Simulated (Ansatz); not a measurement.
Born–Oppenheimer molecular dynamics of a periodic cell of 17 atoms, Be$_{16}$P (surface Be(0001), adsorbate P). It starts from a partly relaxed structure (largest force component 0.07 eV/Å).

The calculation used DFT PBE, scalar-relativistic, plane waves, PAW in Ansatz. Settings: accuracy low, cutoff 420 eV, k mesh 3x3x1, fermi-dirac smearing 0.15 eV, no spin polarisation.

```
ensemble        : NVT, Nosé–Hoover chain
time step       : 1 fs
steps asked     : 240
set temperature : 700 K
thermostat      : time constant 100 fs, chain length 3
atoms held      : 1 to 4
seed            : 448211
```

Frames 1 fs apart, positions in Å, forces in eV/Å.

Velocities at 80.0 fs (Å/ps):

```
Be 0.00 0.00 0.00
Be 0.00 0.00 0.00
Be 0.00 0.00 0.00
Be 0.00 0.00 0.00
Be -6.28 -4.59 6.96
Be -0.96 -3.48 -15.58
Be -3.91 -2.17 6.46
Be 5.23 -8.96 -1.00
Be 5.76 -5.58 16.35
Be 2.97 2.94 5.51
Be 9.59 2.37 7.12
Be -0.33 4.13 -11.27
Be 2.15 6.50 -6.70
Be 0.19 -7.99 7.14
Be -12.45 0.55 0.53
Be -4.28 -4.64 1.00
P 5.16 0.19 0.59
```

```xyz
17
Lattice="4.5800 0.0000 0.0000 2.2900 3.9664 0.0000 0.0000 0.0000 17.3826" Properties=species:S:1:pos:R:3:forces:R:3 time_fs=80.0 energy_less_start_eV=0.575 T=473
Be 0.000 1.322 1.000 -0.17 0.11 0.14
Be 2.290 1.322 1.000 -0.07 0.16 0.15
Be 1.145 3.305 1.000 -0.09 -0.06 0.21
Be 3.435 3.305 1.000 -0.12 -0.07 0.10
Be -0.103 0.011 2.909 -0.03 0.15 -0.31
Be 2.245 0.071 2.859 -0.37 -0.33 0.18
Be 1.069 2.000 2.961 -0.01 0.19 -0.61
Be 3.309 2.010 2.929 0.48 0.03 -0.50
Be -0.039 1.339 4.641 -0.42 0.22 -0.37
Be 2.272 1.331 4.634 -0.59 0.22 0.50
Be 0.870 3.365 4.710 0.96 -0.01 -0.22
Be 3.320 3.326 4.588 -0.05 0.28 0.63
Be -0.323 0.151 6.378 0.38 -0.63 0.01
Be 1.951 0.333 6.670 -0.09 -0.87 -0.45
Be 0.959 2.231 6.436 0.03 -0.24 0.08
Be 3.270 2.020 6.446 0.53 0.66 0.36
P 0.373 1.099 8.068 -0.36 0.19 0.10
17
Lattice="4.5800 0.0000 0.0000 2.2900 3.9664 0.0000 0.0000 0.0000 17.3826" Properties=species:S:1:pos:R:3:forces:R:3 time_fs=81.0 energy_less_start_eV=0.597 T=463
Be 0.000 1.322 1.000 -0.17 0.10 0.15
Be 2.290 1.322 1.000 -0.07 0.17 0.14
Be 1.145 3.305 1.000 -0.08 -0.07 0.21
Be 3.435 3.305 1.000 -0.14 -0.09 0.08
Be -0.109 0.007 2.916 -0.01 0.17 -0.36
Be 2.244 0.068 2.844 -0.35 -0.32 0.32
Be 1.066 1.998 2.967 0.01 0.18 -0.62
Be 3.314 2.001 2.927 0.44 0.06 -0.47
Be -0.033 1.333 4.657 -0.44 0.29 -0.54
Be 2.275 1.335 4.639 -0.60 0.18 0.44
Be 0.880 3.368 4.717 0.86 -0.02 -0.30
Be 3.319 3.330 4.577 0.01 0.22 0.71
Be -0.321 0.157 6.371 0.36 -0.70 0.13
Be 1.951 0.325 6.676 -0.09 -0.81 -0.48
Be 0.947 2.232 6.437 0.12 -0.23 0.10
Be 3.266 2.015 6.447 0.53 0.70 0.37
P 0.378 1.099 8.069 -0.39 0.15 0.12
17
Lattice="4.5800 0.0000 0.0000 2.2900 3.9664 0.0000 0.0000 0.0000 17.3826" Properties=species:S:1:pos:R:3:forces:R:3 time_fs=82.0 energy_less_start_eV=0.625 T=450
Be 0.000 1.322 1.000 -0.16 0.09 0.17
Be 2.290 1.322 1.000 -0.07 0.19 0.12
Be 1.145 3.305 1.000 -0.06 -0.08 0.20
Be 3.435 3.305 1.000 -0.16 -0.11 0.06
Be -0.116 0.002 2.922 0.02 0.20 -0.42
Be 2.243 0.064 2.829 -0.33 -0.30 0.44
Be 1.062 1.996 2.972 0.03 0.16 -0.62
Be 3.320 1.992 2.925 0.40 0.10 -0.44
Be -0.028 1.328 4.673 -0.47 0.36 -0.71
Be 2.277 1.338 4.646 -0.60 0.14 0.37
Be 0.891 3.370 4.724 0.76 -0.04 -0.39
Be 3.319 3.335 4.567 0.07 0.17 0.79
Be -0.318 0.162 6.364 0.34 -0.77 0.26
Be 1.951 0.315 6.683 -0.09 -0.74 -0.50
Be 0.934 2.232 6.438 0.22 -0.21 0.12
Be 3.263 2.012 6.448 0.52 0.73 0.38
P 0.383 1.099 8.069 -0.42 0.11 0.15
17
Lattice="4.5800 0.0000 0.0000 2.2900 3.9664 0.0000 0.0000 0.0000 17.3826" Properties=species:S:1:pos:R:3:forces:R:3 time_fs=83.0 energy_less_start_eV=0.660 T=432
Be 0.000 1.322 1.000 -0.16 0.07 0.18
Be 2.290 1.322 1.000 -0.07 0.21 0.11
Be 1.145 3.305 1.000 -0.05 -0.10 0.19
Be 3.435 3.305 1.000 -0.18 -0.12 0.03
Be -0.122 -0.002 2.928 0.05 0.22 -0.47
Be 2.241 0.059 2.814 -0.31 -0.27 0.56
Be 1.058 1.994 2.977 0.05 0.15 -0.62
Be 3.327 1.984 2.923 0.35 0.14 -0.40
Be -0.024 1.323 4.688 -0.48 0.43 -0.87
Be 2.278 1.341 4.652 -0.60 0.11 0.31
Be 0.903 3.372 4.730 0.65 -0.06 -0.46
Be 3.319 3.340 4.558 0.14 0.11 0.86
Be -0.315 0.167 6.358 0.32 -0.84 0.39
Be 1.951 0.305 6.689 -0.08 -0.67 -0.53
Be 0.922 2.232 6.439 0.31 -0.19 0.13
Be 3.260 2.009 6.450 0.52 0.74 0.40
P 0.388 1.100 8.070 -0.44 0.07 0.18
17
Lattice="4.5800 0.0000 0.0000 2.2900 3.9664 0.0000 0.0000 0.0000 17.3826" Properties=species:S:1:pos:R:3:forces:R:3 time_fs=84.0 energy_less_start_eV=0.699 T=412
Be 0.000 1.322 1.000 -0.16 0.06 0.20
Be 2.290 1.322 1.000 -0.07 0.22 0.09
Be 1.145 3.305 1.000 -0.04 -0.11 0.18
Be 3.435 3.305 1.000 -0.21 -0.14 0.01
Be -0.128 -0.006 2.933 0.08 0.24 -0.52
Be 2.239 0.055 2.800 -0.29 -0.25 0.67
Be 1.054 1.993 2.982 0.07 0.13 -0.61
Be 3.334 1.975 2.921 0.29 0.17 -0.35
Be -0.019 1.319 4.702 -0.50 0.50 -1.04
Be 2.279 1.345 4.659 -0.60 0.08 0.24
Be 0.915 3.375 4.736 0.55 -0.08 -0.53
Be 3.319 3.345 4.549 0.20 0.05 0.92
Be -0.311 0.171 6.352 0.30 -0.89 0.53
Be 1.951 0.294 6.694 -0.08 -0.59 -0.55
Be 0.910 2.232 6.439 0.41 -0.17 0.14
Be 3.258 2.007 6.453 0.50 0.75 0.41
P 0.393 1.100 8.071 -0.46 0.03 0.20
17
Lattice="4.5800 0.0000 0.0000 2.2900 3.9664 0.0000 0.0000 0.0000 17.3826" Properties=species:S:1:pos:R:3:forces:R:3 time_fs=85.0 energy_less_start_eV=0.742 T=390
Be 0.000 1.322 1.000 -0.15 0.05 0.21
Be 2.290 1.322 1.000 -0.07 0.24 0.07
Be 1.145 3.305 1.000 -0.03 -0.12 0.17
Be 3.435 3.305 1.000 -0.23 -0.16 -0.02
Be -0.135 -0.009 2.938 0.11 0.26 -0.57
Be 2.236 0.050 2.786 -0.27 -0.22 0.78
Be 1.050 1.991 2.985 0.09 0.11 -0.60
Be 3.341 1.966 2.917 0.23 0.21 -0.31
Be -0.016 1.315 4.715 -0.51 0.57 -1.20
Be 2.279 1.349 4.667 -0.59 0.05 0.17
Be 0.929 3.377 4.741 0.44 -0.11 -0.59
Be 3.319 3.349 4.542 0.25 0.00 0.97
Be -0.307 0.173 6.347 0.28 -0.93 0.67
Be 1.950 0.282 6.699 -0.07 -0.51 -0.56
Be 0.899 2.231 6.441 0.50 -0.15 0.15
Be 3.256 2.006 6.456 0.49 0.74 0.42
P 0.398 1.100 8.071 -0.48 -0.01 0.23
17
Lattice="4.5800 0.0000 0.0000 2.2900 3.9664 0.0000 0.0000 0.0000 17.3826" Properties=species:S:1:pos:R:3:forces:R:3 time_fs=86.0 energy_less_start_eV=0.786 T=366
Be 0.000 1.322 1.000 -0.15 0.03 0.22
Be 2.290 1.322 1.000 -0.08 0.25 0.06
Be 1.145 3.305 1.000 -0.02 -0.13 0.16
Be 3.435 3.305 1.000 -0.26 -0.17 -0.05
Be -0.141 -0.013 2.943 0.15 0.27 -0.61
Be 2.233 0.045 2.773 -0.24 -0.19 0.87
Be 1.046 1.990 2.988 0.12 0.09 -0.59
Be 3.348 1.958 2.914 0.17 0.25 -0.26
Be -0.013 1.312 4.727 -0.52 0.62 -1.34
Be 2.278 1.352 4.674 -0.57 0.02 0.11
Be 0.943 3.379 4.746 0.33 -0.14 -0.65
Be 3.319 3.354 4.535 0.31 -0.06 1.02
Be -0.303 0.175 6.342 0.26 -0.97 0.80
Be 1.950 0.270 6.703 -0.06 -0.43 -0.57
Be 0.888 2.231 6.442 0.58 -0.13 0.15
Be 3.255 2.005 6.459 0.47 0.72 0.43
P 0.402 1.101 8.072 -0.50 -0.05 0.25
17
Lattice="4.5800 0.0000 0.0000 2.2900 3.9664 0.0000 0.0000 0.0000 17.3826" Properties=species:S:1:pos:R:3:forces:R:3 time_fs=87.0 energy_less_start_eV=0.829 T=343
Be 0.000 1.322 1.000 -0.14 0.02 0.23
Be 2.290 1.322 1.000 -0.08 0.26 0.04
Be 1.145 3.305 1.000 0.00 -0.14 0.15
Be 3.435 3.305 1.000 -0.28 -0.19 -0.07
Be -0.147 -0.016 2.947 0.19 0.28 -0.65
Be 2.230 0.039 2.761 -0.22 -0.16 0.95
Be 1.043 1.989 2.990 0.14 0.08 -0.57
Be 3.356 1.950 2.910 0.10 0.29 -0.20
Be -0.010 1.309 4.737 -0.53 0.67 -1.47
Be 2.277 1.356 4.682 -0.56 0.00 0.04
Be 0.957 3.381 4.750 0.22 -0.17 -0.70
Be 3.320 3.359 4.529 0.35 -0.11 1.05
Be -0.299 0.176 6.338 0.25 -0.99 0.93
Be 1.950 0.258 6.707 -0.05 -0.35 -0.58
Be 0.877 2.230 6.443 0.67 -0.10 0.14
Be 3.254 2.006 6.463 0.45 0.70 0.44
P 0.406 1.101 8.073 -0.51 -0.09 0.28
17
Lattice="4.5800 0.0000 0.0000 2.2900 3.9664 0.0000 0.0000 0.0000 17.3826" Properties=species:S:1:pos:R:3:forces:R:3 time_fs=88.0 energy_less_start_eV=0.871 T=321
Be 0.000 1.322 1.000 -0.13 0.01 0.23
Be 2.290 1.322 1.000 -0.08 0.27 0.03
Be 1.145 3.305 1.000 0.01 -0.14 0.14
Be 3.435 3.305 1.000 -0.31 -0.21 -0.10
Be -0.153 -0.019 2.950 0.23 0.29 -0.68
Be 2.227 0.034 2.750 -0.19 -0.12 1.02
Be 1.039 1.988 2.992 0.16 0.06 -0.56
Be 3.364 1.942 2.906 0.02 0.33 -0.15
Be -0.008 1.308 4.746 -0.53 0.71 -1.58
Be 2.276 1.360 4.690 -0.53 -0.02 -0.02
Be 0.971 3.382 4.753 0.11 -0.19 -0.73
Be 3.321 3.364 4.525 0.39 -0.16 1.08
Be -0.294 0.176 6.335 0.23 -0.99 1.04
Be 1.950 0.244 6.710 -0.03 -0.27 -0.59
Be 0.868 2.229 6.445 0.74 -0.08 0.13
Be 3.253 2.007 6.467 0.43 0.66 0.44
P 0.411 1.101 8.074 -0.52 -0.13 0.31
17
Lattice="4.5800 0.0000 0.0000 2.2900 3.9664 0.0000 0.0000 0.0000 17.3826" Properties=species:S:1:pos:R:3:forces:R:3 time_fs=89.0 energy_less_start_eV=0.908 T=301
Be 0.000 1.322 1.000 -0.13 0.00 0.24
Be 2.290 1.322 1.000 -0.08 0.28 0.01
Be 1.145 3.305 1.000 0.01 -0.15 0.12
Be 3.435 3.305 1.000 -0.33 -0.23 -0.13
Be -0.158 -0.021 2.952 0.28 0.29 -0.71
Be 2.223 0.028 2.740 -0.16 -0.09 1.08
Be 1.036 1.987 2.993 0.19 0.04 -0.54
Be 3.372 1.934 2.902 -0.05 0.37 -0.10
Be -0.007 1.306 4.753 -0.54 0.73 -1.67
Be 2.273 1.363 4.697 -0.51 -0.04 -0.08
Be 0.986 3.384 4.755 0.00 -0.22 -0.76
Be 3.322 3.369 4.522 0.42 -0.21 1.10
Be -0.289 0.174 6.333 0.21 -0.99 1.13
Be 1.949 0.231 6.712 -0.02 -0.19 -0.59
Be 0.859 2.228 6.447 0.82 -0.05 0.11
Be 3.254 2.009 6.472 0.41 0.62 0.44
P 0.415 1.101 8.075 -0.53 -0.16 0.33
17
Lattice="4.5800 0.0000 0.0000 2.2900 3.9664 0.0000 0.0000 0.0000 17.3826" Properties=species:S:1:pos:R:3:forces:R:3 time_fs=90.0 energy_less_start_eV=0.939 T=285
Be 0.000 1.322 1.000 -0.12 -0.01 0.24
Be 2.290 1.322 1.000 -0.08 0.28 0.00
Be 1.145 3.305 1.000 0.02 -0.16 0.11
Be 3.435 3.305 1.000 -0.36 -0.24 -0.15
Be -0.164 -0.024 2.954 0.33 0.29 -0.73
Be 2.219 0.022 2.732 -0.12 -0.05 1.14
Be 1.033 1.986 2.994 0.21 0.03 -0.53
Be 3.379 1.927 2.898 -0.13 0.41 -0.05
Be -0.006 1.306 4.759 -0.54 0.74 -1.72
Be 2.270 1.367 4.705 -0.48 -0.06 -0.13
Be 1.001 3.385 4.757 -0.10 -0.25 -0.78
Be 3.324 3.373 4.520 0.44 -0.25 1.10
Be -0.284 0.172 6.333 0.19 -0.97 1.19
Be 1.949 0.217 6.714 -0.01 -0.10 -0.59
Be 0.851 2.227 6.449 0.88 -0.03 0.09
Be 3.254 2.011 6.477 0.38 0.57 0.44
P 0.419 1.102 8.077 -0.53 -0.19 0.36
17
Lattice="4.5800 0.0000 0.0000 2.2900 3.9664 0.0000 0.0000 0.0000 17.3826" Properties=species:S:1:pos:R:3:forces:R:3 time_fs=91.0 energy_less_start_eV=0.963 T=272
Be 0.000 1.322 1.000 -0.11 -0.02 0.24
Be 2.290 1.322 1.000 -0.08 0.29 -0.01
Be 1.145 3.305 1.000 0.03 -0.17 0.10
Be 3.435 3.305 1.000 -0.38 -0.26 -0.18
Be -0.169 -0.026 2.955 0.38 0.28 -0.74
Be 2.215 0.016 2.724 -0.09 -0.02 1.18
Be 1.030 1.985 2.994 0.24 0.01 -0.51
Be 3.387 1.920 2.894 -0.20 0.45 0.00
Be -0.006 1.306 4.762 -0.54 0.74 -1.75
Be 2.267 1.371 4.713 -0.44 -0.08 -0.18
Be 1.015 3.386 4.758 -0.20 -0.27 -0.79
Be 3.327 3.377 4.519 0.45 -0.29 1.10
Be -0.279 0.169 6.334 0.17 -0.94 1.24
Be 1.948 0.203 6.715 0.01 -0.02 -0.59
Be 0.843 2.226 6.450 0.95 -0.01 0.06
Be 3.255 2.014 6.483 0.35 0.51 0.43
P 0.422 1.102 8.078 -0.53 -0.22 0.38
```

Of the whole run (240 fs, mean temperature of the second half 501 K): The conserved energy stayed within 0.13 meV per atom of its start (net change 0.13 meV per atom), so the integration is sound. The mean temperature of the second half is 28 % below the set value. A run of 0.24 ps of so small a system gives no equilibrium averages. Limits of this set-up: coarse k mesh, thin slab, slab without dipole correction, odd electron count without spin, low accuracy level.

Time of the run: 10 min on 1 thread of Arm Neoverse V2 (shared host), peak memory 0.46 GiB.
